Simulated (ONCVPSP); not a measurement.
**An all-electron radial function and its pseudo partner (Zr)**

Columns: radius, all-electron u(r) and pseudo u(r) of the 4p shell (level -32.78 eV) of zirconium in the configuration [Ar] 3d10 4s2 4p6 4d2 5s1.75 5p0.25; PBE, scalar-relativistic, ONCV scheme, ONCVPSP 4.0.1.

```json
{"r (bohr)": "0.105", "all-electron": "0.2828", "pseudo": "0.0160"}
{"r (bohr)": "0.210", "all-electron": "-0.2000", "pseudo": "0.0635"}
{"r (bohr)": "0.315", "all-electron": "-0.4858", "pseudo": "0.1410"}
{"r (bohr)": "0.420", "all-electron": "-0.4017", "pseudo": "0.2448"}
{"r (bohr)": "0.525", "all-electron": "-0.1218", "pseudo": "0.3686"}
{"r (bohr)": "0.630", "all-electron": "0.2014", "pseudo": "0.5027"}
{"r (bohr)": "0.735", "all-electron": "0.4874", "pseudo": "0.6356"}
{"r (bohr)": "0.840", "all-electron": "0.7056", "pseudo": "0.7549"}
{"r (bohr)": "0.945", "all-electron": "0.8525", "pseudo": "0.8502"}
{"r (bohr)": "1.050", "all-electron": "0.9353", "pseudo": "0.9141"}
{"r (bohr)": "1.155", "all-electron": "0.9659", "pseudo": "0.9439"}
{"r (bohr)": "1.260", "all-electron": "0.9572", "pseudo": "0.9415"}
{"r (bohr)": "1.365", "all-electron": "0.9208", "pseudo": "0.9121"}
{"r (bohr)": "1.470", "all-electron": "0.8664", "pseudo": "0.8626"}
{"r (bohr)": "1.575", "all-electron": "0.8016", "pseudo": "0.8004"}
{"r (bohr)": "1.680", "all-electron": "0.7319", "pseudo": "0.7316"}
{"r (bohr)": "1.785", "all-electron": "0.6613", "pseudo": "0.6612"}
{"r (bohr)": "1.890", "all-electron": "0.5925", "pseudo": "0.5925"}
{"r (bohr)": "1.995", "all-electron": "0.5273", "pseudo": "0.5273"}
{"r (bohr)": "2.100", "all-electron": "0.4667", "pseudo": "0.4667"}
{"r (bohr)": "2.205", "all-electron": "0.4112", "pseudo": "0.4112"}
{"r (bohr)": "2.310", "all-electron": "0.3609", "pseudo": "0.3609"}
{"r (bohr)": "2.415", "all-electron": "0.3158", "pseudo": "0.3158"}
{"r (bohr)": "2.520", "all-electron": "0.2756", "pseudo": "0.2755"}
{"r (bohr)": "2.625", "all-electron": "0.2400", "pseudo": "0.2399"}
{"r (bohr)": "2.730", "all-electron": "0.2085", "pseudo": "0.2085"}
```

Task: How many radial nodes do the two functions have?

Result: The all-electron 4p function has n − l − 1 = 2; the pseudo-wave has 0, since the states of the same l below it are removed with the core.

Task: At about which radius was the pseudo-wave matched?

Result: 1.85 bohr. The columns agree to 0.0005 from 1.68 bohr on; several derivatives are matched, so the curves merge somewhat inside the radius.

Task: Is the pseudo-wave norm-conserving?

Result: Yes: the ONCV scheme keeps the norm inside the radius equal to the all-electron one, which fixes the energy derivative of the logarithmic derivative at the level.
